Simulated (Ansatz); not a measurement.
Geometry optimisation, RKS PBE/def2-SVP in Ansatz.

input.yaml

```yaml
crystal:
  periodic: [false, false, false]
  atoms:
    - { symbol: B, position_ang: [0.0, 0.0, 0.0] }
    - { symbol: "N", position_ang: [0.0, 0.0, 1.9] }
    - { symbol: H, position_ang: [-0.877, -0.2713, 2.43] }
    - { symbol: H, position_ang: [0.877, 0.2713, 2.43] }
    - { symbol: F, position_ang: [1.1431, 0.0, -0.66] }
    - { symbol: F, position_ang: [-1.1431, 0.0, -0.66] }
    - { symbol: S, position_ang: [-0.2739, 2.0601, 0.6906] }
    - { symbol: H, position_ang: [-1.575, 2.4834, 0.394] }
    - { symbol: H, position_ang: [-0.1503, 1.1307, 1.7562] }
basis:
  gaussian: { orbitals: def2-SVP }
hamiltonian:
  xc: pbe
relax:
  f_tol: 0.15
  max_steps: 25
  restrain:
    - { distance: [0, 6], at: 1.89, k: 30.0 }
    - { distance: [8, 1], at: 1.06, k: 30.0 }
    - { distance: [0, 1], at: 2.75, k: 30.0 }
    - { distance: [8, 6], at: 2.6, k: 30.0 }
```

Command:

```bash
$ ansatz run input.yaml --threads 2 --pin off --max-ram 3072MiB --backend cpu --events-out ev --progress --plain --runs-dir out
```

Q: Where does it end, and by what steps?

A: The run converged. The restraints hold the end off the free minimum. After 9 steps the energy has fallen by 3.391 eV (the restraints' own energy left out); S7 moved furthest, 0.74 Å. Parted: S7–H9 (1.42 → 2.61 Å).

```
step  energy less start (eV)  largest force component (eV/Å)  accepted
   0                  0.0000                           5.977       yes
   1                 -1.1779                           4.335       yes
   2                 -1.6039                           3.796       yes
   3                 -2.1247                           2.692       yes
   4                 -2.9871                           2.329       yes
   5                 -3.2544                           1.762       yes
   6                 -3.3407                           0.799       yes
   7                 -3.3832                           0.603       yes
   8                 -3.3902                           0.491       yes
   9                 -3.3914                           0.581       yes
```

```xyz
9
Properties=species:S:1:pos:R:3
B -0.106 0.581 -0.434
N 0.014 -0.013 2.238
H -0.783 -0.374 2.780
H 0.869 -0.257 2.759
F 1.100 0.100 -0.713
F -1.190 -0.138 -0.723
S -0.244 2.388 0.030
H -1.602 2.360 0.096
H -0.057 1.028 2.247
```

The run took 18 s on 2 threads of Arm Neoverse V1 (shared host), peak memory 0.15 GiB.
